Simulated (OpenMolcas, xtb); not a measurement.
[SiCl3]+ (SMILES Cl[Si+](Cl)Cl): methods side by side

The species is [SiCl3]+ (4 atoms), meant as a singlet with charge +1. SMILES: `Cl[Si+](Cl)Cl`. The shape is that of a PBE0-D4/def2-TZVP optimisation.

```xyz
4

Cl   -1.5560   -0.6223    0.9909
Si    0.0000   -0.0001   -0.0001
Cl    1.7720   -0.6696    0.4495
Cl   -0.2160    1.2920   -1.4403
```

Each level gives the energy change with the Si2–Cl4 bond stretched from 1.947 to 2.239 Å (eV). The values are calculated.

```csv
level,kind,program,value (eV),less CCSD(T)/aug-cc-pVDZ,CPU time (all runs)
GFN2-xTB,semi-empirical,xtb,0.59,+0.10,under 2 s
HF/aug-cc-pVDZ (unrestricted),Hartree–Fock,OpenMolcas,0.67,+0.18,52 s
SVWN5/aug-cc-pVDZ (restricted),LDA,OpenMolcas,0.55,+0.06,61 s
PBE/aug-cc-pVDZ (restricted),GGA,OpenMolcas,0.44,-0.05,78 s
TPSS/aug-cc-pVDZ (restricted),meta-GGA,OpenMolcas,0.47,-0.02,96 s
r2SCAN/aug-cc-pVDZ (restricted),meta-GGA,OpenMolcas,0.55,+0.06,99 s
M06-2X/aug-cc-pVDZ (restricted),hybrid meta-GGA,OpenMolcas,0.61,+0.12,92 s
B2PLYP/aug-cc-pVDZ (restricted),double hybrid,OpenMolcas,0.52,+0.03,63 s
MP2/aug-cc-pVDZ (restricted),perturbation theory,OpenMolcas,0.55,+0.06,41 s
CCSD(T)/aug-cc-pVDZ (Cholesky decomposition) (restricted),coupled cluster or CI,OpenMolcas,0.49,0.00,5.9 min
```

Differences are taken from CCSD(T)/aug-cc-pVDZ (Cholesky decomposition) (restricted) for orientation; it has basis-set and higher-order errors of its own. The first shape isn't each level's own minimum. The values span 0.44 to 0.67 eV. Times are those of the runs behind each value, whatever else they computed, on shared processors of several kinds: orders of magnitude only.
